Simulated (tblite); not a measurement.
C8H5O (charge -1).
Atom-mapped SMILES: `[CH:1]#[C:2][c:3]1[cH:4][cH:5][cH:6][cH:7][c:8]1[O-:9]` (hydrogens: H10 on C1; H11 on C4; H12 on C5; H13 on C6; H14 on C7)

Computed with GFN2-xTB (tblite): harmonic, unscaled wavenumbers at the GFN2-xTB geometry, gas phase. Against measured fundamentals such values can be off by several per cent, at times by over 20.

Harmonic wavenumbers (cm⁻¹): 101.1, 123.7, 197.7, 320.7, 359.9, 413.8, 419.6, 490.2, 522.5, 552.7, 576.8, 640.7, 690.6, 736.2, 749.4, 818.6, 845.5, 879.8, 906.2, 1077.1, 1102.7, 1172.5, 1197.2, 1242.9, 1300.9, 1375.6, 1468.1, 1515.4, 1561.0, 1614.7, 2228.4, 2959.7, 2975.6, 3009.1, 3020.9, 3364.2.

A = 3053, B = 1536, C = 1022 MHz; mass 117.034 u (most abundant isotopes); point group Cs, symmetry number 1.

**Question.** Zero-point energy?

**Answer.** Half the sum of the wavenumbers: 21266 cm⁻¹ = 254.40 kJ/mol.

**Question.** Entropy at 273.15 K, 1 bar (ideal gas, RRHO, classical rotation)?

**Answer.** Translation 166.43, rotation 118.56, vibration 64.51: S = 349.5 J/(mol K).

**Question.** And Cp and H(273.15 K) − H(0)?

**Answer.** Cp = 123.23 J/(mol K), of which vibrations give 89.97 (their classical limit is 36 R = 299.3); H(273.15 K) − H(0) = 19.74 kJ/mol without the zero-point energy, 10.65 from vibrations.

**Question.** How do the functions run with temperature in this model?

**Answer.** 
| T (K) | S (J/(mol K)) | Cp (J/(mol K)) | H − H(0) (kJ/mol) | G − H(0) (kJ/mol) | ln q(vib) |
| --- | --- | --- | --- | --- | --- |
| 50 | 231.7 | 41.8 | 1.78 | -9.80 | 0.09 |
| 100 | 265.2 | 56.8 | 4.24 | -22.27 | 0.53 |
| 298.15 | 360.7 | 132.4 | 22.93 | -84.61 | 3.50 |
| 373.15 | 393.2 | 157.6 | 33.83 | -112.89 | 4.86 |
| 500 | 444.3 | 191.9 | 56.10 | -166.06 | 7.25 |
| 750 | 531.4 | 236.5 | 110.15 | -288.38 | 11.93 |
| 1000 | 603.4 | 263.8 | 172.95 | -430.50 | 16.31 |

q(vib) and H(0) count from the zero-point level.

**Question.** What must be added to the electronic energy to get the Gibbs energy at 273.15 K and 1 bar?

**Answer.** ZPE + [H(273.15 K) − H(0)] − T·S = 254.40 + 19.74 − 95.47 = 178.67 kJ/mol.

**Question.** Blend soft modes into free rotors: weight 1/[1 + (100 cm⁻¹/ν̃)⁴] for the oscillator and the rest for a rotor with moment μB/(μ + B), μ = h/(8π²ν), B = 10⁻⁴⁴ kg m². What vibrational entropy results?

**Answer.** 63.17 J/(mol K) in place of 64.51, which changes −T·S at 273.15 K by +0.37 kJ/mol.

**Question.** Which modes carry the vibrational entropy at 273.15 K?

**Answer.** 101.1 cm⁻¹: 13.65; 123.7 cm⁻¹: 12.02; 197.7 cm⁻¹: 8.34; 320.7 cm⁻¹: 4.88; 359.9 cm⁻¹: 4.14; 413.8 cm⁻¹: 3.31 J/(mol K); the other 30 give 18.17 together.

Hindered rotation and anharmonicity are outside this model.
